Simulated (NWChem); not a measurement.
All runs are NWChem calculations. System: ammonium (H₄N (+1)), charge 1, spin multiplicity 1, at a geometry optimised with B3LYP/def2-SVP. Level: PBE0/def2-TZVP.

Job file:

```
start mol
memory heap 200 mb stack 800 mb global 1000 mb
charge 1
geometry units angstroms nocenter noautoz
  N      0.000000     0.000000     0.000000
  H      0.842807     0.000000     0.595954
  H     -0.842807     0.000000     0.595954
  H      0.000000     0.842806    -0.595955
  H      0.000000    -0.842806    -0.595955
  symmetry group C2v
end
basis spherical
  * library def2-tzvp
end
dft
  xc pbe0
  semidirect memsize 60000000 filesize 0
  iterations 100
end
task dft energy
```

NWChem printed:

```
             Northwest Computational Chemistry Package (NWChem) 7.3.0
             --------------------------------------------------------

                                NWChem Input Module
                                -------------------

 Scaling coordinates for geometry "geometry" by  1.889725989
 (inverse scale =  0.529177249)

 Turning off AUTOSYM since
 SYMMETRY directive was detected!

                             Geometry "geometry" -> ""
                             -------------------------

 Output coordinates in angstroms (scale by  1.889725989 to convert to a.u.)

  No.       Tag          Charge          X              Y              Z
 ---- ---------------- ---------- -------------- -------------- --------------
    1 N                    7.0000     0.00000000     0.00000000     0.00000000
    2 H                    1.0000     0.84280700     0.00000000     0.59595400
    3 H                    1.0000    -0.84280700     0.00000000     0.59595400
    4 H                    1.0000     0.00000000     0.84280600    -0.59595500
    5 H                    1.0000     0.00000000    -0.84280600    -0.59595500

 Effective nuclear repulsion energy (a.u.)      16.2380439531

            Nuclear Dipole moment (a.u.)
            ----------------------------
        X                 Y               Z
 ---------------- ---------------- ----------------
     0.0000000000     0.0000000000    -0.0000037795

      Symmetry information
      --------------------

 Group name             C2v
 Group number             16
 Group order               4
 No. of unique centers     3

      Symmetry unique atoms

     1    2    4


 Summary of "ao basis" -> "" (spherical)
 ------------------------------------------------------------------------------
       Tag                 Description            Shells   Functions and Types
 ---------------- ------------------------------  ------  ---------------------
 *                         def2-tzvp                  on all atoms

                                 NWChem DFT Module
                                 -----------------
[...]
    32      0.142794  2 H  s                 38     -0.142794  3 H  s
    12      0.136281  1 N  px

 Vector    5  Occ=2.000000D+00  E=-8.335437D-01  Symmetry=b2
              MO Center=  2.5D-20, -6.6D-16, -2.0D-01, r^2= 8.8D-01
   Bfn.  Coefficient  Atom+Function         Bfn.  Coefficient  Atom+Function
  ----- ------------  ---------------      ----- ------------  ---------------
     7      0.369701  1 N  py                10      0.313162  1 N  py
    45      0.174657  4 H  s                 51     -0.174657  5 H  s
    44      0.142794  4 H  s                 50     -0.142794  5 H  s
    13      0.136281  1 N  py

 Vector    6  Occ=0.000000D+00  E=-2.169717D-01  Symmetry=a1
              MO Center=  1.2D-16,  6.5D-17, -2.9D-07, r^2= 4.1D+00
   Bfn.  Coefficient  Atom+Function         Bfn.  Coefficient  Atom+Function
  ----- ------------  ---------------      ----- ------------  ---------------
     5      1.516738  1 N  s                 34     -0.628891  2 H  s
    40     -0.628891  3 H  s                 46     -0.628890  4 H  s
    52     -0.628890  5 H  s                  4      0.264092  1 N  s
     3      0.258971  1 N  s                  2     -0.129293  1 N  s
    33     -0.109368  2 H  s                 39     -0.109368  3 H  s

 Vector    7  Occ=0.000000D+00  E=-1.326238D-01  Symmetry=b1
              MO Center=  3.0D-16, -1.2D-19,  7.7D-01, r^2= 3.4D+00
   Bfn.  Coefficient  Atom+Function         Bfn.  Coefficient  Atom+Function
  ----- ------------  ---------------      ----- ------------  ---------------
    34      1.452196  2 H  s                 40     -1.452196  3 H  s
    12     -0.862335  1 N  px                 6     -0.280281  1 N  px
     9     -0.253230  1 N  px                33      0.247780  2 H  s
    39     -0.247780  3 H  s                 32      0.071040  2 H  s
    38     -0.071040  3 H  s                 23     -0.052303  1 N  d  1

 Vector    8  Occ=0.000000D+00  E=-1.326238D-01  Symmetry=a1
              MO Center= -4.2D-16,  8.7D-18, -2.0D-06, r^2= 4.0D+00
   Bfn.  Coefficient  Atom+Function         Bfn.  Coefficient  Atom+Function
  ----- ------------  ---------------      ----- ------------  ---------------
    34      1.026858  2 H  s                 40      1.026858  3 H  s
    46     -1.026859  4 H  s                 52     -1.026859  5 H  s
    14     -0.862333  1 N  pz                 8     -0.280281  1 N  pz
    11     -0.253229  1 N  pz                33      0.175205  2 H  s
    39      0.175205  3 H  s                 45     -0.175205  4 H  s

 center of mass
 --------------
 x =   0.00000000 y =   0.00000000 z =  -0.00000021

 moments of inertia (a.u.)
 ------------------
          10.225828624849           0.000000000000           0.000000000000
           0.000000000000          10.225840757918           0.000000000000
           0.000000000000           0.000000000000          10.225829395815

     Multipole analysis of the density
     ---------------------------------

     L   x y z        total         alpha         beta         nuclear
     -   - - -        -----         -----         ----         -------
     0   0 0 0      1.000000     -5.000000     -5.000000     11.000000

     1   1 0 0      0.000000      0.000000      0.000000      0.000000
     1   0 1 0     -0.000000     -0.000000     -0.000000      0.000000
     1   0 0 1     -0.000001      0.000001      0.000001     -0.000004

     2   2 0 0     -3.185129     -4.129176     -4.129176      5.073223
     2   1 1 0     -0.000000     -0.000000     -0.000000      0.000000
     2   1 0 1     -0.000000     -0.000000     -0.000000      0.000000
     2   0 2 0     -3.185135     -4.129173     -4.129173      5.073211
     2   0 1 1      0.000000      0.000000      0.000000      0.000000
     2   0 0 2     -3.185130     -4.129176     -4.129176      5.073222

 Task  times  cpu:        0.6s     wall:        0.6s

 Total times  cpu:        0.7s     wall:        0.7s
```
